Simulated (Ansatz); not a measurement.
SiOF, SMILES O=[Si]F, multiplicity 2.

Coordinates come from a PBE0-D3(BJ)/def2-TZVP optimisation.

Two levels are set side by side: PBE/def2-TZVPD (Ansatz, a first-principles code) and PBE0/def2-TZVPD (Ansatz). Energy differences of separate SCF runs at the same geometry; the states with an electron removed or added have multiplicity 1 and 1. Differences are taken from unrounded values.

```tsv
quantity	PBE0
vertical ionisation energy (eV)	11.06
vertical electron affinity (eV)	2.46
```

Problem. What does PBE give, and how far is it from PBE0? (An estimate is asked for; the answer gives what the named calculation found.)

Solution. 
```
quantity                           PBE  PBE minus PBE0
-------------------------------  -----  --------------
vertical ionisation energy (eV)  10.77           -0.29
vertical electron affinity (eV)   2.42           -0.05
```
